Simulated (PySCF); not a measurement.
Vibration and rotation of KMg

PBE constants of KMg, ²Σ⁺ (doublet), unpaired electrons σ ↑ (PySCF, no relativity, basis sets K pcseg-1, Mg pcseg-1; masses 38.9637 and 23.9850 u):

```
ωe              : 84.5 cm⁻¹
ωexe            : 1.12 cm⁻¹
Be              : 0.0748 cm⁻¹
αe              : 0.00109 cm⁻¹
D (centrifugal) : 2.35e-07 cm⁻¹
De to K + Mg    : 0.160 eV
```

(1) Give the vibrational terms G(v) and spacings up to v = 6.

(2) How well does the Morse estimate ωe²/(4ωexe) reproduce De, and what is D0?

The bond is weak. Basis-set superposition, not corrected here, can be much of De in a small basis, most of all at correlated wavefunction levels. Functionals without a dispersion term scatter widely for such bonds, and LDA overbinds them. The state is the lowest determinant that a PBE0 search found; another state may lie lower at other levels.

Results:

(1) G(v) = ωe(v+½) − ωexe(v+½)².

| v | G(v) (cm⁻¹) | G(v) − G(v−1) | Bv (cm⁻¹) |
| --- | --- | --- | --- |
| 0 | 42.0 |  | 0.07426 |
| 1 | 124.2 | 82.3 | 0.07317 |
| 2 | 204.2 | 80.0 | 0.07208 |
| 3 | 282.0 | 77.8 | 0.07099 |
| 4 | 357.6 | 75.5 | 0.06989 |
| 5 | 430.9 | 73.3 | 0.06881 |
| 6 | 501.9 | 71.1 | 0.06772 |

(2) It gives 0.198 eV, 124 % of the computed De. D0 = De − G(0) = 0.160 − 0.005 = 0.155 eV.
